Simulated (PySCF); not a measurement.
Correlation energy of Sr (strontium, neutral)

[Kr] 4d2, high-spin 3F determinant (an excited configuration). Computed with PySCF 2.14 in def2-TZVPPD with the def2 core potential (28 electrons) (6s4p3d1f, 40 functions), with scalar relativity through the core potential. Frozen: nothing; 10 electrons correlated.

```
  level  correlation energy (mhartree)
   CCSD                        -191.38
    (T)                          -4.32
CCSD(T)                        -195.70
```

Diagnostics: T1 = 0.0053, D1 = 0.0152, largest double amplitude 0.100.

Cost of the coupled-cluster step: roughly 4 core-seconds, for 10 correlated electrons.

The basis has no tight functions for the innermost shells, so their pair energies are far from complete.

This basis was not built for core-valence correlation, so the inner-shell part is incomplete.
